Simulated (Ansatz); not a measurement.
`[CH3][SnH]([F])[SeH]` + H₂ → `[CH3][SnH2][F]` + H₂Se  (hydrogenolysis of the Sn–Se bond)

Program: Ansatz. Geometries: PBE0-D4/def2-TZVP. ΔE: electronic, gas phase. CBS: MP2 limit from def2 TZ/QZ plus the TZ coupled-cluster correction, frozen cores. This one scheme is used for every species. DFT in def2-TZVPP. B3LYP here is the variant with VWN-RPA as its local correlation; programs differ in this. Elements past krypton have def2 core potentials. For Se, Sn outer-core shells are correlated without core-valence functions, which leaves a few kJ/mol of doubt a bond. Scalar relativity is left out up to krypton. One conformer a species, not always the lowest.

Task: Is it downhill or uphill in electronic energy at CCSD(T)/CBS, and by how much? (An estimate is asked.)

Result: Ansatz gave: Uphill: ΔE = +17.7 kcal/mol.

Task: What do these levels give: B3LYP-D4, CAM-B3LYP-D4, ωB97M-V, PBE0, CAM-B3LYP, HF/def2-SVP? (An estimate is asked.)

Result: Ansatz gave: B3LYP-D4 16.4, CAM-B3LYP-D4 14.1, ωB97M-V 15.3, PBE0 15.0, CAM-B3LYP 12.7, HF/def2-SVP 9.5 kcal/mol.

Task: What do rigid-rotor, harmonic-oscillator terms from PBE0-D4/def2-TZVP frequencies (298.15 K, 1 bar) make of the CCSD(T)/CBS value? (An estimate is asked.)

Result: The calculation gave: ΔZPE = +1.4 kcal/mol, ΔH = +17.9 kcal/mol, ΔS = 26 J/(mol·K), ΔG = +16.1 kcal/mol.

Largest T1 diagnostic among the species: 0.013.

From PBE to PBE0 (25 % exact exchange), in def2-TZVPP and without D4, ΔE moves by −0.7 kcal/mol. In def2-TZVPP, CCSD(T) changes the Hartree–Fock value by +3.3 kcal/mol (the triples alone add +1.2 kcal/mol) and MP2 by +6.2 kcal/mol.
